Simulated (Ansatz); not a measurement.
CF2, SMILES `F[C]F` (lower singlet) (charge 0, multiplicity 1). This singlet lies 2.48 eV below the relaxed triplet at the level composite: frozen-core CCSD(T) with HF/cc-pVQZ and the correlation energy extrapolated as X^-3 from cc-pVTZ and cc-pVQZ, plus CCSDT(Q) minus CCSD(T) in cc-pVDZ // PBE0-D3(BJ)/def2-TZVP (Ansatz, a first-principles code).

Computed with B3LYP/cc-pVTZ // PBE0-D3(BJ)/def2-TZVP in Ansatz.

Ansatz 0.2 input:
```yaml
crystal:
  periodic: [false, false, false]
  atoms:
    - { symbol: F, position_ang: [1.026438, -0.26348, -0.000003] }
    - { symbol: C, position_ang: [-0.000152, 0.527548, -0.000001] }
    - { symbol: F, position_ang: [-1.026287, -0.264069, 0.000004] }
basis:
  gaussian: { orbitals: cc-pVTZ }
hamiltonian:
  xc: b3lyp
```

Output:

```
Functional definition: B3LYP
456 factors; their error is unknown
mean field evaluation 1: about -6469.7151 eV, gradient 2.8e1 eV
mean field evaluation 2: about -6468.6679 eV, gradient 4.1e1 eV
mean field evaluation 4: about -6470.6760 eV, gradient 6.0e-1 eV
mean field evaluation 8: about -6470.6696 eV, gradient 2.5e-1 eV
mean field evaluation 16: about -6470.6697 eV, gradient 3.7e-5 eV
mean field -6470.66970189 eV, -237.7927255671 hartree, gradient 3.7e-5 eV, S^2 0.000000; 0 other end points of the search recorded, 0 dependent functions left out
reference -6470.66983020 eV, -237.7927302823 hartree; 12, 12 occupied and 78, 78 virtual orbitals, 456 factors
Total energy: -6470.66983020 eV, -237.7927302823 hartree
```
